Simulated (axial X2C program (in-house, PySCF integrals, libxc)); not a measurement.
# Outer orbitals of TiSi⁻ at 2.329 Å, HF

Computed with an in-house all-electron X2C program for linear molecules (integrals from PySCF). Spin-free means the one-electron spin-free X2C Hamiltonian; two-component (2c) means X2C with spin–orbit coupling and atomic mean-field two-electron Coulomb and Gaunt terms, so the difference of the two also holds small scalar two-electron terms. Basis: Ti dyall-acv3z [11s11p7d4f2g], Si dyall-av3z [9s8p3d2f] (cores contracted in-house); Gaussian nuclei, density fitting, unrestricted open shells. Masses: Ti 47.948 u, Si 27.977 u.

The distance is close to the 2c PBE0 minimum; the highest filled and lowest empty levels are listed.

Spin-free orbitals, state M_S = 1/2, Λ = 0 (beyond evenly filled blocks: σα) (Löwdin shares):

```csv
symmetry,occupied,ε (eV),atomic character
σβ,yes,-11.37,"64% Si s, 14% Ti p, 11% Ti s"
σα,yes,-9.93,"57% Si s, 14% Ti p, 13% Ti d"
π+α,yes,-6.83,96% Ti d
π-α,yes,-6.83,96% Ti d
σα,yes,-3.70,"69% Si p, 12% Ti s, 6% Ti d"
π+β,yes,-3.14,"65% Si p, 15% Ti d, 14% Ti p"
π-β,yes,-3.14,"65% Si p, 15% Ti d, 14% Ti p"
σβ,yes,-1.43,"42% Si p, 40% Ti s, 7% Ti d"
σα,yes,-1.31,"42% Ti s, 34% Ti p, 12% Si p"
σα,no,1.93,96% Ti p
σβ,no,1.93,"96% Ti p, 2% Ti s"
π+α,no,1.95,100% Ti p
π-α,no,1.95,100% Ti p
π+β,no,1.96,100% Ti p
π-β,no,1.96,100% Ti p
```

Spinors with spin–orbit coupling (state Ω = 1/2):

```
   ω  occupied  ε (eV)              atomic character     λ mixture
-1/2       yes  -11.37  64% Si s, 14% Ti p, 11% Ti s        100% σ
 1/2       yes   -9.94  57% Si s, 14% Ti p, 13% Ti d        100% σ
-1/2       yes   -6.84                      96% Ti d        100% π
 3/2       yes   -6.83                      96% Ti d        100% π
 1/2       yes   -3.72   69% Si p, 12% Ti s, 7% Ti d   99% σ, 1% π
 1/2       yes   -3.15  65% Si p, 15% Ti d, 14% Ti p   99% π, 1% σ
-3/2       yes   -3.13  65% Si p, 15% Ti d, 14% Ti p        100% π
-1/2       yes   -1.43   42% Si p, 40% Ti s, 7% Ti d  100% σ, 0% π
 1/2       yes   -1.31  42% Ti s, 33% Ti p, 12% Si p        100% σ
 1/2        no    1.93                      97% Ti p        100% σ
-1/2        no    1.93                      96% Ti p        100% σ
 3/2        no    1.95                     100% Ti p        100% π
-1/2        no    1.95                     100% Ti p        100% π
-3/2        no    1.96                     100% Ti p        100% π
 1/2        no    1.96                     100% Ti p        100% π
```

Mulliken charges and populations of the two-component result (they depend on the basis, above all on diffuse functions):

Ti -0.29 e (s 7.37 p 12.62 d 2.27 f 0.02), Si -0.71 e (s 5.83 p 8.80 d 0.08 f 0.01). ⟨Lz⟩ = 0.00 ħ and ⟨Sz⟩ = 0.50 ħ (1.06 and -0.56 on the two atoms), which add up to Ω.

The state is one determinant whose occupation by symmetry is held fixed; it was picked as the lowest of a PBE0 search that is not exhaustive. Other states lie close and PBE0, whose exact exchange favours high spin, may order them wrongly; the determinant shown need not be the ground state. The nearest other spin-free determinant of the search, M_S = 1/2, Λ = 2, lies 0.17 eV up at the distance of the search. The determinant is spin-polarised beyond a pure state at some levels (its spin-free form has ⟨S²⟩ too high), which makes Re and μ there less reliable.
